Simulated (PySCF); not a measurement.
C3H7BO2, SMILES C[C@@H]1COB1O.

Geometry optimised at B3LYP-D3(BJ)/def2-SVP. The structure was generated by enumeration; whether it is a known compound was not checked. Other conformers were not sampled.

These are B3LYP-D3(BJ)/def2-SVP (PySCF 2.14.0) values and carry that method's errors.

No scaling factor is applied to the harmonic values.

```tsv
mode	ν (cm⁻¹)	IR (km/mol)	Raman (Å⁴/amu)	depolarisation	moving atoms (share of kinetic energy)
1	134	7.4	0.1	0.75	O 49 %, H 26 %, C 24 %
2	172	2.6	0.6	0.65	C 43 %, O 28 %, H 24 %
3	224	0.5	0.2	0.67	H 93 %
4	330	3.2	0.8	0.71	H 36 %, C 33 %, O 18 %, B 13 %
5	413	3.2	1.0	0.11	C 35 %, H 31 %, O 25 %, B 9 %
6	479	96.6	1.6	0.74	H 90 %, O 9 %
7	618	13.4	2.1	0.54	B 48 %, C 19 %, O 18 %, H 15 %
8	635	3.9	3.7	0.28	O 53 %, C 19 %, B 17 %, H 11 %
9	768	12.0	8.3	0.18	C 42 %, H 27 %, O 18 %, B 13 %
10	867	3.6	9.6	0.52	C 57 %, H 34 %
11	913	8.4	0.9	0.75	H 80 %, C 17 %
12	949	71.7	3.9	0.37	H 67 %, O 24 %
13	996	167.1	1.0	0.53	C 44 %, O 38 %, H 17 %
14	1004	13.6	3.8	0.50	H 72 %, C 16 %, B 8 %
15	1106	0.7	6.4	0.58	C 51 %, H 46 %
16	1148	4.9	1.9	0.73	C 51 %, H 41 %
17	1170	6.5	3.3	0.74	H 62 %, C 28 %
18	1191	2.5	5.2	0.73	H 82 %, C 15 %
19	1216	83.5	2.6	0.29	H 45 %, B 30 %, O 12 %, C 12 %
20	1307	35.5	4.3	0.75	H 65 %, C 25 %
21	1385	64.5	1.3	0.68	H 42 %, C 35 %, B 16 %
22	1403	6.8	4.5	0.65	H 77 %, C 19 %
23	1464	28.6	11.2	0.66	H 87 %
24	1478	12.3	15.2	0.74	H 95 %
25	1482	85.9	16.1	0.70	H 81 %, B 10 %
26	1545	298.1	2.9	0.65	B 56 %, H 23 %, O 15 %
27	3016	32.8	115.7	0.01	H 97 %
28	3037	52.8	136.8	0.08	H 95 %
29	3055	5.2	128.2	0.31	H 92 %
30	3089	26.3	79.6	0.74	H 91 %, C 9 %
31	3097	19.9	59.5	0.75	H 90 %, C 10 %
32	3102	47.3	88.4	0.65	H 90 %, C 10 %
33	3880	95.6	65.5	0.26	H 94 %
```
